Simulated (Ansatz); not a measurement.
Relaxation of In(H2O)H3 (InOH5) with RKS PBE-D4/def2-TZVP.

```sh
$ ansatz run in.yaml --threads 4 --pin off --events-out ev --progress --plain --max-ram 3916MiB
```

```yaml
crystal:
  periodic: [false, false, false]
  atoms:
    - {symbol: In, position_ang: [0.081900, -0.120640, -1.085250]}
    - {symbol: O, position_ang: [0.069870, -0.087580, 1.327060]}
    - {symbol: H, position_ang: [-0.816510, -0.186890, 1.694150]}
    - {symbol: H, position_ang: [0.465540, 0.701390, 1.715170]}
    - {symbol: H, position_ang: [1.765070, -0.083490, -1.275430]}
    - {symbol: H, position_ang: [-0.782020, 1.350340, -1.158040]}
    - {symbol: H, position_ang: [-0.783850, -1.573120, -1.217660]}
basis:
  gaussian: {orbitals: def2-TZVP}
hamiltonian: {xc: pbe, dispersion: d4}
scf: {lower_state_search: "off"}
output: {orbitals: {seedname: orbitals}}
relax: {f_tol: 0.02, max_steps: 100}
```

Hardware: 4 threads of Arm Neoverse V1 on a shared host. Wall time 13 s.

Positions (Å) and forces (eV/Å) at steps 1, 2, 3, 4, 5, 6, 7, 8, 10, 11, 13, 14, 15, 16, 17, 18, 19, 20, 22, 23 of 23:

```xyz
7
step=1 energy=-7300.2075 eV
In    0.082   -0.121   -1.085   -0.050    0.079   -0.083
O     0.070   -0.088    1.327    0.306   -0.465   -0.186
H    -0.817   -0.187    1.694   -0.322    0.075    0.183
H     0.466    0.701    1.715    0.042    0.343    0.184
H     1.765   -0.083   -1.275    0.552    0.004   -0.032
H    -0.782    1.350   -1.158   -0.255    0.435   -0.051
H    -0.784   -1.573   -1.218   -0.274   -0.471   -0.015
7
step=2 energy=-7300.2521 eV
In    0.072   -0.104   -1.096    0.017   -0.032   -0.066
O     0.103   -0.137    1.371    0.105    0.017   -0.071
H    -0.814   -0.196    1.690   -0.021    0.064    0.060
H     0.456    0.712    1.695   -0.098   -0.053    0.029
H     1.817   -0.080   -1.255   -0.146    0.008    0.009
H    -0.816    1.415   -1.207    0.079   -0.133    0.037
H    -0.818   -1.611   -1.199    0.063    0.129    0.003
7
step=3 energy=-7300.2562 eV
In    0.078   -0.115   -1.113   -0.006    0.020    0.010
O     0.094   -0.113    1.362    0.019   -0.027    0.029
H    -0.810   -0.199    1.714    0.046    0.044   -0.011
H     0.447    0.719    1.724   -0.062   -0.032   -0.022
H     1.810   -0.084   -1.274   -0.013   -0.007   -0.001
H    -0.802    1.396   -1.195    0.004   -0.006   -0.008
H    -0.817   -1.605   -1.219    0.011    0.009    0.003
7
step=4 energy=-7300.2576 eV
In    0.082   -0.111   -1.105    0.000    0.001   -0.011
O     0.109   -0.117    1.370    0.002    0.005    0.016
H    -0.800   -0.228    1.702    0.023    0.014   -0.006
H     0.411    0.744    1.710   -0.026   -0.020   -0.010
H     1.810   -0.097   -1.287   -0.001   -0.001    0.001
H    -0.789    1.404   -1.186    0.003   -0.002    0.006
H    -0.822   -1.595   -1.204    0.000    0.003    0.004
7
step=5 energy=-7300.2577 eV
In    0.088   -0.109   -1.105    0.007   -0.009    0.024
O     0.126   -0.117    1.371   -0.008    0.210    0.097
H    -0.784   -0.270    1.687    0.054   -0.004   -0.020
H     0.359    0.779    1.688   -0.049   -0.200   -0.068
H     1.815   -0.114   -1.300   -0.009    0.000   -0.014
H    -0.770    1.415   -1.161    0.005   -0.003   -0.007
H    -0.834   -1.585   -1.180    0.001    0.007   -0.012
7
step=6 energy=-7300.2579 eV
In    0.093   -0.110   -1.094    0.004   -0.002   -0.057
O     0.130   -0.108    1.383   -0.043    0.162    0.073
H    -0.775   -0.290    1.698    0.070   -0.003   -0.027
H     0.333    0.795    1.697   -0.031   -0.158   -0.056
H     1.814   -0.123   -1.326    0.006   -0.003    0.020
H    -0.758    1.415   -1.168   -0.002    0.013    0.024
H    -0.837   -1.578   -1.190   -0.006   -0.011    0.024
7
step=7 energy=-7300.2571 eV rejected
In    0.100   -0.107   -1.113   -0.002    0.001    0.053
O     0.139   -0.093    1.404    0.212   -0.076   -0.223
H    -0.749   -0.336    1.703   -0.226   -0.068    0.080
H     0.274    0.819    1.704    0.012    0.146    0.053
H     1.818   -0.143   -1.358    0.009   -0.003    0.011
H    -0.735    1.427   -1.169    0.000    0.008    0.013
H    -0.847   -1.566   -1.171   -0.006   -0.008    0.013
7
step=8 energy=-7300.2594 eV
In    0.094   -0.108   -1.104    0.004    0.005    0.007
O     0.135   -0.098    1.378   -0.010    0.051    0.018
H    -0.759   -0.317    1.694    0.017   -0.009   -0.008
H     0.305    0.808    1.694   -0.009   -0.046   -0.021
H     1.816   -0.134   -1.328    0.002   -0.001   -0.001
H    -0.748    1.423   -1.160    0.001    0.003    0.000
H    -0.843   -1.574   -1.175   -0.005   -0.002    0.006
7
step=10 energy=-7300.2619 eV
In    0.107   -0.098   -1.102    0.002    0.002    0.015
O     0.159   -0.066    1.381   -0.065    0.083    0.046
H    -0.691   -0.432    1.691    0.105    0.068   -0.029
H     0.175    0.862    1.685   -0.041   -0.153   -0.036
H     1.821   -0.177   -1.369   -0.004   -0.004    0.000
H    -0.699    1.452   -1.163    0.004    0.002    0.000
H    -0.872   -1.541   -1.123   -0.001    0.001    0.003
7
step=11 energy=-7300.2626 eV
In    0.109   -0.095   -1.096    0.011    0.004   -0.012
O     0.169   -0.054    1.376   -0.141    0.070    0.100
H    -0.660   -0.469    1.686    0.167    0.111   -0.047
H     0.130    0.876    1.674   -0.033   -0.184   -0.043
H     1.820   -0.192   -1.370   -0.007   -0.004   -0.005
H    -0.685    1.462   -1.162    0.003   -0.001    0.000
H    -0.883   -1.530   -1.109    0.000    0.004    0.006
7
step=13 energy=-7300.2425 eV rejected
In    0.126   -0.075   -1.095    0.011    0.001    0.017
O     0.207    0.020    1.384   -0.937    0.432    0.516
H    -0.477   -0.635    1.687    0.580    0.644   -0.243
H    -0.148    0.918    1.648    0.355   -1.082   -0.288
H     1.819   -0.278   -1.427   -0.022    0.000    0.001
H    -0.594    1.516   -1.170    0.003   -0.013   -0.002
H    -0.934   -1.465   -1.028    0.011    0.018   -0.001
7
step=14 energy=-7300.2663 eV
In    0.122   -0.081   -1.094    0.003   -0.009   -0.012
O     0.186   -0.020    1.382   -0.061    0.059    0.040
H    -0.571   -0.554    1.686    0.050    0.024   -0.021
H    -0.013    0.893    1.661    0.011   -0.075   -0.018
H     1.821   -0.237   -1.408   -0.005    0.002    0.003
H    -0.639    1.491   -1.170    0.007    0.000    0.007
H    -0.905   -1.492   -1.057   -0.005   -0.002    0.000
7
step=15 energy=-7300.2630 eV rejected
In    0.122   -0.086   -1.105    0.012    0.036    0.080
O     0.196    0.016    1.373   -0.355    0.129    0.232
H    -0.499   -0.605    1.679    0.245    0.242   -0.092
H    -0.109    0.909    1.650    0.110   -0.396   -0.133
H     1.820   -0.261   -1.414   -0.013   -0.017   -0.026
H    -0.600    1.506   -1.147   -0.012   -0.009   -0.040
H    -0.930   -1.480   -1.035    0.012    0.015   -0.021
7
step=16 energy=-7300.2673 eV
In    0.123   -0.080   -1.094    0.001    0.000   -0.001
O     0.190   -0.003    1.382   -0.004    0.007    0.001
H    -0.532   -0.580    1.688    0.008    0.003    0.000
H    -0.062    0.898    1.655   -0.006   -0.010   -0.001
H     1.820   -0.251   -1.413   -0.001   -0.002   -0.001
H    -0.622    1.499   -1.167    0.003    0.000    0.001
H    -0.916   -1.483   -1.050   -0.002    0.001    0.001
7
step=17 energy=-7300.2677 eV
In    0.126   -0.076   -1.093   -0.004   -0.003   -0.008
O     0.193    0.011    1.383   -0.072    0.025    0.040
H    -0.495   -0.606    1.693    0.061    0.070   -0.025
H    -0.110    0.900    1.649    0.012   -0.094   -0.019
H     1.819   -0.268   -1.421    0.000    0.002    0.004
H    -0.608    1.508   -1.172    0.005    0.000    0.004
H    -0.925   -1.470   -1.040   -0.002    0.000    0.003
7
step=18 energy=-7300.2673 eV rejected
In    0.124   -0.076   -1.101    0.009    0.009    0.061
O     0.196    0.026    1.374   -0.090    0.007    0.066
H    -0.458   -0.626    1.691    0.073    0.100   -0.031
H    -0.152    0.899    1.636    0.019   -0.110   -0.025
H     1.818   -0.278   -1.412   -0.007   -0.005   -0.022
H    -0.591    1.518   -1.162   -0.005   -0.006   -0.025
H    -0.936   -1.462   -1.024    0.000    0.006   -0.023
7
step=19 energy=-7300.2681 eV
In    0.126   -0.076   -1.094   -0.001    0.000   -0.001
O     0.195    0.018    1.382   -0.014    0.006    0.009
H    -0.476   -0.614    1.696    0.014    0.012   -0.005
H    -0.132    0.898    1.644    0.001   -0.018   -0.005
H     1.818   -0.274   -1.420    0.000    0.000    0.001
H    -0.600    1.512   -1.171    0.002    0.000    0.001
H    -0.931   -1.466   -1.038   -0.001    0.000    0.001
7
step=20 energy=-7300.2683 eV
In    0.127   -0.074   -1.093    0.001    0.001   -0.002
O     0.198    0.030    1.382   -0.048    0.017    0.027
H    -0.446   -0.629    1.700    0.031    0.032   -0.013
H    -0.168    0.896    1.638    0.017   -0.051   -0.014
H     1.817   -0.284   -1.421    0.000   -0.001    0.001
H    -0.589    1.519   -1.172    0.000    0.000    0.001
H    -0.939   -1.457   -1.033    0.000    0.001    0.001
7
step=22 energy=-7300.2684 eV
In    0.127   -0.072   -1.093    0.001    0.005   -0.002
O     0.201    0.043    1.382   -0.026    0.002    0.013
H    -0.409   -0.644    1.706    0.013    0.008   -0.004
H    -0.209    0.891    1.631    0.012   -0.014   -0.009
H     1.815   -0.297   -1.422    0.001   -0.002    0.001
H    -0.576    1.526   -1.173   -0.002    0.000   -0.001
H    -0.948   -1.448   -1.030    0.001    0.002    0.003
7
step=23 energy=-7300.2684 eV
In    0.127   -0.071   -1.093    0.000    0.000   -0.001
O     0.200    0.042    1.381   -0.011    0.001    0.005
H    -0.409   -0.644    1.707    0.005    0.000   -0.003
H    -0.209    0.890    1.630    0.005   -0.001   -0.002
H     1.815   -0.297   -1.422    0.000    0.000    0.000
H    -0.577    1.526   -1.175    0.000    0.000    0.001
H    -0.948   -1.447   -1.029    0.000    0.000    0.001
```

In the def2 sets In takes a core potential; there is no spin–orbit coupling.
